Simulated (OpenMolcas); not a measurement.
## Li: effect of the active space

| Property | Result |
| --- | --- |
| Program | OpenMolcas |
| Method | SS-CASPT2, IPEA 0.25 Eh, imaginary shift 0.1 Eh |
| Basis | ANO-RCC-VQZP |
| Scalar Hamiltonian | DKH2, point nucleus |
| Spin-orbit coupling | RASSI with atomic mean-field integrals over the reference wave functions, term energies averaged over their components |

A. 1 electron in 4 orbitals (2s 2p); 2S+1 = 2 even, 1 root; 2S+1 = 2 odd, 3 roots; closed shells correlated: 1s; CASPT2 step about 1 core-seconds
B. 1 electron in 8 orbitals (2s 2p 3s 3p); 2S+1 = 2 even, 1 root; 2S+1 = 2 odd, 3 roots; closed shells correlated: 1s; CASPT2 step about 1.1 core-seconds

Energies in cm⁻¹ above 2s ²S_1/2, the measured ground level; measured values from NIST Handbook of Basic Atomic Spectroscopic Data.

```csv
Level,A,B,Measured
2s ²S_1/2,0.0,0.0,0.0
2p ²P°_1/2,14886,14886,14904
2p ²P°_3/2,14886,14886,14904
```

Deviations, from unrounded energies. A percentage is the sum of absolute deviations over the sum of measured energies, with the sign that they share, or ± where signs differ.

```json
{"Against measurement": "mean absolute deviation (cm-1)", "Levels": "2", "A": "18", "B": "18"}
{"Against measurement": "other configurations (%)", "Levels": "2", "A": "-0.1", "B": "-0.1"}
```

A, B lie about equally close to measurement. The largest miss of B in the table is 2p ²P°_3/2, by -18 cm-1. The ranking rests on the paired levels alone, and a cruder setting can come out closer through cancelling errors.

Between A and B no level of the table moves by more than 5 cm-1.

ANO sets are built for ground and valence states and can reach diffuse excited orbitals poorly. With one active electron, CASPT2 adds the correlation within the correlated inactive shells and between them and that electron, and leaves the splitting within a term as the reference gives it. With one active electron outside closed inactive shells, the extra shells (3p 3s) add no correlation to the reference (holds for B). Measured partners are found by configuration, term and J. A level has none where our copy of the source lacks it or the pairing is in doubt (some pairs that miss far off the trend of their configuration count as doubtful), and it then counts in no deviation. Levels of configurations outside the active space are missing.

° marks odd parity.
